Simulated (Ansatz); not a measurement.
The cluster K₆⁻, relaxed as a doublet with UKS r2SCAN/def2-SVPD in Ansatz, starting from the GFN2-xTB geometry. Force threshold 0.02 eV/Å.

The charge -1 doublet is spin-contaminated (final ⟨S²⟩ up to 1.03, 0.75 for a pure state). The relaxation made no stability test and no search for a lower SCF solution. Another isomer (doublet) lies 0.02 eV lower at r2SCAN/def2-TZVPD; other spin states weren't run for this one.

Start:

```xyz
6

K     0.447   -2.456   -2.447
K    -1.902    2.447    2.666
K     1.995   -2.799    2.524
K     1.609    2.398    2.010
K    -3.020   -2.252   -1.596
K     0.872    2.663   -3.156
```

```json
{"step": "1", "energy (eV)": "-97930.1341", "largest force component (eV/Å)": "0.434", "SCF passes": "76"}
{"step": "2", "energy (eV)": "-97930.2286", "largest force component (eV/Å)": "0.390", "SCF passes": "43"}
{"step": "3", "energy (eV)": "-97930.3718", "largest force component (eV/Å)": "0.312", "SCF passes": "52"}
{"step": "4", "energy (eV)": "-97930.5358", "largest force component (eV/Å)": "0.211", "SCF passes": "54"}
{"step": "5", "energy (eV)": "-97930.6858", "largest force component (eV/Å)": "0.127", "SCF passes": "160"}
{"step": "6", "energy (eV)": "-97930.7991", "largest force component (eV/Å)": "0.123", "SCF passes": "120"}
{"step": "7", "energy (eV)": "-97930.8718", "largest force component (eV/Å)": "0.126", "SCF passes": "56"}
{"step": "8", "energy (eV)": "-97930.9266", "largest force component (eV/Å)": "0.120", "SCF passes": "67"}
{"step": "9", "energy (eV)": "-97930.9732", "largest force component (eV/Å)": "0.102", "SCF passes": "73"}
{"step": "10", "energy (eV)": "-97931.0132", "largest force component (eV/Å)": "0.071", "SCF passes": "91"}
{"step": "11", "energy (eV)": "-97931.0471", "largest force component (eV/Å)": "0.052", "SCF passes": "74"}
{"step": "12", "energy (eV)": "-97931.0722", "largest force component (eV/Å)": "0.046", "SCF passes": "66"}
{"step": "13", "energy (eV)": "-97931.0922", "largest force component (eV/Å)": "0.035", "SCF passes": "65"}
{"step": "14", "energy (eV)": "-97931.1063", "largest force component (eV/Å)": "0.014", "SCF passes": "59"}
{"step": "15", "energy (eV)": "-97931.1098", "largest force component (eV/Å)": "0.014", "SCF passes": "65"}
{"step": "16", "energy (eV)": "-97931.1101", "largest force component (eV/Å)": "0.012", "SCF passes": "56"}
{"step": "17", "energy (eV)": "-97931.1107", "largest force component (eV/Å)": "0.002", "SCF passes": "46"}
```

Force components are those of the run's own axes.

End:

Cartesian coordinates in Å:
```
K 1.750 -1.914 -1.995
K -1.786 1.889 1.990
K 0.607 -2.229 2.316
K 2.505 1.531 1.175
K -2.511 -1.517 -1.169
K -0.565 2.241 -2.317
```

Bonds formed: K1–K3, K1–K4, K1–K6, K2–K3, K2–K5, K2–K6, K3–K4, K3–K5 (atoms count from 1).

The force fell under the threshold at step 14, but the optimiser went on and released 0.004 eV more. No frequencies were taken in this run, so the end may be a saddle point.

Hardware: 4 threads of AMD EPYC 7B13 on a shared host. Wall time 6.7 min, peak host memory 0.94 GiB.
